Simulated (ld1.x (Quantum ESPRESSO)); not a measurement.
Results of a calculation; reference values are marked as such.
**Pseudopotentials across the periodic table**

Generated with ld1.x 7.5 (TM, RRKJ, ultrasoft, PAW), atompaw 4.2 or ONCVPSP 4.0.1. The cutoff is in Ry: for ld1.x and atompaw files where the sum of valence levels is converged to 10 mRy in a Bessel basis, for ONCV files where the hardest occupied wave has 1 mHa per electron of residual kinetic energy. The error is the largest all-electron minus pseudo excitation energy over each file’s own four to seven test configurations (ionisations up to +4, promotions, holes and added fractions of an electron), all of which were solved. The labels leave out finer settings (local radius, basis sizes, second energies), which also bear on the numbers. Spin-polarised tests are not counted. The rows are a selection from randomly drawn settings: files with unsolved tests, undetermined cutoffs or missed reference levels are left out.

A true bound ghost makes a file unfit for plane-wave use even where its test errors are small: the radial tests pick states by their node count and pass the ghost by.

| element | potential | cutoff (Ry) | largest error (meV) | bound ghosts |
| --- | --- | --- | --- | --- |
| Si | TM, PBEsol, non-relativistic, rc 1.50/1.70 (sp), local p, core correction yes, reference 3s2 3p2 | 15 | +29 | none |
| S | TM, PBE, non-relativistic, rc 1.35/1.05/1.25 (spd), local s, core correction yes, reference 3s2 3p2 | 100 | +32 | none |
| V | RRKJ, PBE, scalar-relativistic, rc 2.75/2.80/1.65 (spd), local smoothed, core correction no, reference 3d3 4s0.5 4p0 | 60 | +131 | none |
| Mn | ultrasoft, LDA (PZ), scalar-relativistic, rc 2.60/3.30/2.30 (spd), local smoothed, core correction yes, reference 3d5 4s1.75 4p0.25 | 18 | -1352 | none |
| Pd | RRKJ, LDA (PZ), scalar-relativistic, rc 0.95/1.70/1.45/1.75 (spdf), local smoothed, core correction yes, reference 4s2 4p6 4d7 5s0 5p0 | 180 | -75 | none |
| Sb | ultrasoft, PBEsol, scalar-relativistic, rc 1.80/2.65 (sp), local smoothed, core correction no, reference 5s1 5p4 | 10 | +86 | s |
| Ta | TM semilocal, PBE, scalar-relativistic, rc 1.30/2.15/1.85 (spd), local s, core correction yes, reference 5s2 5p6 5d2 6s0 6p0 | 90 | +456 | none |
| Tl | ultrasoft, PBEsol, fully relativistic, rc 2.05/3.05/1.30/3.00 (spdf), local smoothed, core correction yes, reference 5d10 6s2 6p1 | 70 | -230 | none |

Task: Fill in the row for Rh: ultrasoft, PBEsol, scalar-relativistic, rc 2.50/3.25/2.35 (spd), local smoothed, core correction no, reference 4d9 5s0 5p0.

Result: cutoff 18 Ry, largest error -505 meV, bound ghosts: none.
